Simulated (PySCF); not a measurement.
C3H4BrF, SMILES C/C=C(\F)Br. Heavy atoms are numbered as in [CH3:1]/[CH:2]=[C:3](\[F:4])[Br:5]. Hydrogens are named by the atom that carries them.

Geometry: B3LYP-D3(BJ)/def2-SVP.

Level of theory: KT2/pcSseg-1 run with PySCF.

GIAO shieldings, no solvent; atoms alike by connectivity are averaged. δ = σ(ref) − σ: ¹³C against TMS (σ = 185.1 ppm); ¹⁹F against CFCl3 (σ = 127.1 ppm); ¹H against TMS (σ = 31.47 ppm), references at their B3LYP-D3(BJ)/def2-TZVP geometries, non-relativistic (without spin–orbit terms, shifts of atoms bonded to Cl or Br come out too high).

Problem. Estimate the chemical shifts. (Estimate from the structure and the level; the computed values follow.)

Solution. 
```json
[
 {"nucleus": "¹³C", "atoms": "C3", "count": "1", "δ (ppm)": "153.9"},
 {"nucleus": "¹³C", "atoms": "C2 (CH)", "count": "1", "δ (ppm)": "108.3"},
 {"nucleus": "¹³C", "atoms": "C1 (CH3)", "count": "1", "δ (ppm)": "16.8"},
 {"nucleus": "¹⁹F", "atoms": "F4", "count": "1", "δ (ppm)": "-97.4"},
 {"nucleus": "¹H", "atoms": "H on C2", "count": "1", "δ (ppm)": "5.08"},
 {"nucleus": "¹H", "atoms": "H on C1", "count": "3", "δ (ppm)": "2.15"}
]
```
